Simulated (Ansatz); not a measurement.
`C[SiH](C)CO` and `C[SiH](C)C#N` differ in one atom or group.

Ansatz, PBE0-D4/def2-TZVP geometries, multiplicity 1. Each molecule was computed in one conformer, which needn't be the lowest.

```
                                      property  `C[SiH](C)CO`
          HOMO–LUMO gap (PBE0/def2-TZVPP) / eV           7.93
size of the dipole moment (PBE/def2-TZVPP) / D           2.00
         HOMO–LUMO gap (B3LYP/def2-TZVPP) / eV           7.39
             HOMO energy (PBE/def2-TZVPP) / eV          -5.71
            HOMO energy (PBE0/def2-TZVPP) / eV          -7.22
           HOMO energy (B3LYP/def2-TZVPP) / eV          -7.01
```

Q: What does the change do to each property? (Estimate.)

A: Ansatz gave: 
| property | `C[SiH](C)C#N` | shift |
| --- | --- | --- |
| HOMO–LUMO gap (PBE0/def2-TZVPP) / eV | 9.06 | 1.13 |
| size of the dipole moment (PBE/def2-TZVPP) / D | 4.18 | 2.18 |
| HOMO–LUMO gap (B3LYP/def2-TZVPP) / eV | 8.58 | 1.19 |
| HOMO energy (PBE/def2-TZVPP) / eV | -7.93 | -2.22 |
| HOMO energy (PBE0/def2-TZVPP) / eV | -9.24 | -2.02 |
| HOMO energy (B3LYP/def2-TZVPP) / eV | -9.01 | -2.00 |

With PBE0 the HOMO falls by 2.02 eV and the LUMO falls by 0.91 eV, so the gap widens by about 1.11 eV. PBE moves the HOMO by -2.22 eV and ωB97M-V by -1.93 eV. Dipoles are sizes alone; their direction can turn.

B3LYP here is the variant with VWN-RPA as its local correlation; programs differ in this.
